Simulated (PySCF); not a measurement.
MH₂ across the fourth-period p block

Level: PBE0, basis family def2-TZVP, no relativity.

Each entry is the lowest minimum that a search over a few typed start shapes (and spin states, where more than one is plausible) found, or that minimum re-optimised at the stated level; isomers with ligand–ligand bonds, or fragments after loss of a ligand pair, can lie lower. Open shells are unrestricted; no spin–orbit coupling; PySCF with density fitting.

```json
{"molecule": "GeH₂", "2S+1": "1", "point group": "C2v", "mean bond to the central atom (Å)": "1.594", "atomisation (kJ/mol)": "573", "polar-tensor charge of the central atom": "0.47", "highest ω (cm⁻¹)": "1936", "distinct angles (°)": "91"}
{"molecule": "AsH₂", "2S+1": "2", "point group": "C2v", "mean bond to the central atom (Å)": "1.526", "atomisation (kJ/mol)": "579", "polar-tensor charge of the central atom": "0.23", "highest ω (cm⁻¹)": "2209", "distinct angles (°)": "91"}
{"molecule": "H₂Se", "2S+1": "?", "point group": "?", "mean bond to the central atom (Å)": "?", "atomisation (kJ/mol)": "?", "polar-tensor charge of the central atom": "?", "highest ω (cm⁻¹)": "?", "distinct angles (°)": "?"}
```

Fill in the row of H₂Se.

2S+1: 1; point group: C2v; mean bond to the central atom (Å): 1.467; atomisation (kJ/mol): 669; polar-tensor charge of the central atom: -0.01; highest ω (cm⁻¹): 2469; distinct angles (°): 91.

The bond shortens at every step; the largest change, -0.068 Å, falls between GeH₂ and AsH₂ among the members listed.

Left out of the table are members whose search was unfinished or whose lowest solution was spin-contaminated, unstable, very soft or bonded differently.
